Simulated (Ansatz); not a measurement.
Consider the formal exchange of groups at the In–O bond: `C[O][In]([O][SiH3])[N](C)C` + CH₄ → `C[N](C)[In]([CH3])[O][SiH3]` + CH₃OH.

Program: Ansatz. Geometries: PBE0-D4/def2-TZVP. ΔE: electronic, gas phase. CCSD(T)/CBS adds triple-zeta CCSD(T) − MP2 to the extrapolated MP2 energy (def2 sets, frozen cores). This one scheme is used for every species. DFT in def2-TZVPP. HSE06 is defined as in plane-wave codes. def2 core potentials past Kr. For In outer-core shells are correlated without core-valence functions, which leaves a few kJ/mol of doubt a bond. Each species was taken in one conformer, which may not be the lowest.

```json
{"level": "PBE0-D4", "ΔE (kJ/mol)": "23.3", "difference from CCSD(T)/CBS": "-6.9"}
{"level": "r2SCAN0-D4", "ΔE (kJ/mol)": "26.2", "difference from CCSD(T)/CBS": "-4.0"}
{"level": "CAM-B3LYP-D4", "ΔE (kJ/mol)": "32.2", "difference from CCSD(T)/CBS": "2.0"}
{"level": "BLYP", "ΔE (kJ/mol)": "34.3", "difference from CCSD(T)/CBS": "4.1"}
{"level": "PBE0", "ΔE (kJ/mol)": "22.2", "difference from CCSD(T)/CBS": "-8.0"}
{"level": "HSE06", "ΔE (kJ/mol)": "22.2", "difference from CCSD(T)/CBS": "-8.0"}
{"level": "LC-ωPBE", "ΔE (kJ/mol)": "28.5", "difference from CCSD(T)/CBS": "-1.7"}
{"level": "RPA@PBE/def2-TZVPP", "ΔE (kJ/mol)": "29.0", "difference from CCSD(T)/CBS": "-1.2"}
{"level": "HF/def2-SVP", "ΔE (kJ/mol)": "37.2", "difference from CCSD(T)/CBS": "7.0"}
{"level": "MP2/def2-SVP", "ΔE (kJ/mol)": "44.5", "difference from CCSD(T)/CBS": "14.3"}
{"level": "CCSD(T)/def2-SVP", "ΔE (kJ/mol)": "41.0", "difference from CCSD(T)/CBS": "10.8"}
{"level": "HF/def2-TZVPP", "ΔE (kJ/mol)": "35.4", "difference from CCSD(T)/CBS": "5.2"}
{"level": "MP2/def2-TZVPP", "ΔE (kJ/mol)": "26.8", "difference from CCSD(T)/CBS": "-3.4"}
{"level": "SCS-MP2/def2-QZVPP", "ΔE (kJ/mol)": "32.4", "difference from CCSD(T)/CBS": "2.2"}
{"level": "MP2/CBS(def2)", "ΔE (kJ/mol)": "29.3", "difference from CCSD(T)/CBS": "-0.9"}
{"level": "CCSD/CBS(def2)", "ΔE (kJ/mol)": "29.1", "difference from CCSD(T)/CBS": "-1.1"}
{"level": "CCSD(T)/CBS", "ΔE (kJ/mol)": "30.2", "difference from CCSD(T)/CBS": "0"}
```

Largest T1 diagnostic among the species: 0.015.

From BLYP to BHLYP (50 % exact exchange), in def2-TZVPP and without D4, ΔE moves by −4.7 kJ/mol. Leaving LDA and LC-ωPBE aside and taking each functional with its dispersion term where it has one, the values, not all of them listed here, spread over 13.3 kJ/mol, from HSE06-D4 to BLYP-D4. LDA lies −8.1 kJ/mol from PBE without D4.
